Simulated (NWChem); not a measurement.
Species: C4H5O2, doublet; SMILES [C](=CC(C)=O)O

```xyz
11

C      1.4239     0.6327     0.0018
C     -0.0413     0.9950     0.0009
O     -0.4148     2.1472    -0.0001
C     -1.0437    -0.1044     0.0010
C     -0.7981    -1.4134    -0.0002
O      0.3037    -2.1270    -0.0002
H      1.6748     0.0216     0.8821
H      2.0162     1.5557     0.0062
H      1.6770     0.0289    -0.8830
H     -2.0847     0.2287     0.0012
H      0.0973    -3.0704    -0.0035
```
Atoms are numbered in this order, from 1.

Program: NWChem. Pople sets run with spherical d functions. Spin-unrestricted. Structure relaxed at the PBE0/def2-SVP, spin-unrestricted level. Not confirmed as a minimum by frequencies. No stability test was run on the SCF state. Solvent water, SMD (1 M gas to 1 M solution), gas-phase geometry. Reactions with the solvent are ignored.

Estimate the computed values for M06-2X/6-311G**. Quantities: solvation free energy (kcal/mol); cavity-dispersion-structure term (kcal/mol); dipole in solution (D).


```
Property                                     Result
-------------------------------------------  ------
solvation free energy (kcal/mol)               -8.5
cavity-dispersion-structure term (kcal/mol)     5.4
dipole in solution (D)                         7.03
```
